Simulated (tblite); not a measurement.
Problem. Give a GFN2-xTB geometry of `CSc1[c]cc(=O)oc1` [radical]. (Doublet state.)

Solution. 
```xyz
14
C6H5O2S angstrom
C     -2.6417   -0.5297    0.2548
S     -1.8940    1.1157    0.0646
C     -0.2156    0.6424   -0.1496
C      0.2204   -0.6955   -0.1451
C      1.4788   -1.0715   -0.3057
C      2.5114   -0.0400   -0.5051
O      3.6820   -0.2672   -0.6632
O      2.0542    1.2417   -0.5014
C      0.7680    1.5644   -0.3338
H     -3.7047   -0.3679    0.4009
H     -2.4685   -1.1105   -0.6460
H     -2.2120   -1.0223    1.1216
H      1.8276   -2.0900   -0.3041
H      0.5933    2.6298   -0.3597
```

Any rigid rotation of these coordinates is as good. Atoms count from 1 in this order. The C–S distances run from 1.757 Å (S2–C3, drawn single) to 1.817 Å (C1–S2, drawn single), a spread of 0.060 Å. The 4 C–C bonds span 1.323 Å (C4=C5, drawn double) to 1.473 Å (C5–C6, drawn single), a spread of 0.150 Å. The 9 heavy atoms lie in one plane (0.001 Å rms). C4 (carbon bonded to 2 C) is bent (angle 124.4°).

Bonds between heavy atoms (Å): C1–S2 1.817, S2–C3 1.757, C3–C4 1.407, C4=C5 1.323, C5–C6 1.473, C6=O7 1.203, C6–O8 1.361, O8–C9 1.337, C3=C9 1.361.

Structure optimised with GFN2-xTB, isolated species. This method treats the open shell by occupation alone, without spin polarisation.

Point group: Cs (tolerance 0.08 Å). Its GFN2-xTB frequencies are all real (lowest 20 cm⁻¹). Torsions: C1–S2–C3–C4 0°, S2–C3–C4–C5 180°, C4–C5–C6–O7 180°, C5–C6–O8–C9 0°, C6–O8–C9–C3 0°.

Time: 0.15 s wall. Hardware: Arm Neoverse V2, one thread, on a shared host. That covers the optimisation of the geometry.

One conformer stands for the species.

These are computed values.
